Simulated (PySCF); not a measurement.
Cost of response and excited-state runs on 1-methylallyl acetate, C$_{6}$H$_{10}$O$_{2}$

Geometry (Å), atoms numbered from 1 in this order:
```xyz
18

C    -1.526    1.766    0.437
C    -1.451    0.670   -0.394
C    -0.800   -0.607    0.058
C    -1.285   -1.877   -0.622
O     0.573   -0.398   -0.341
C     1.383    0.242    0.504
C     2.761    0.393   -0.091
O     1.056    0.639    1.590
H    -0.895    2.634    0.312
H    -2.232    1.817    1.253
H    -1.833    0.663   -1.408
H    -0.818   -0.700    1.153
H    -1.225   -1.763   -1.702
H    -0.671   -2.725   -0.328
H    -2.316   -2.069   -0.338
H     3.494   -0.023    0.595
H     2.814   -0.109   -1.052
H     2.977    1.452   -0.213
```

PySCF with density fitting, on 1 thread of an Arm Neoverse V1, shared host. Command: `OMP_NUM_THREADS=1 python excited_run.py task.json out`

**Question.** How long does this run take, and how much memory?
- open-shell absorption, PBE50/def2-SVP; 8 states; spin flip; reference multiplicity 3

**Answer.** 
| run | level | basis functions | wall time | peak memory (GiB) |
| --- | --- | --- | --- | --- |
| open-shell absorption | PBE50/def2-SVP | 162 | 20 s | 0.57 |

Times from a shared host are rough.
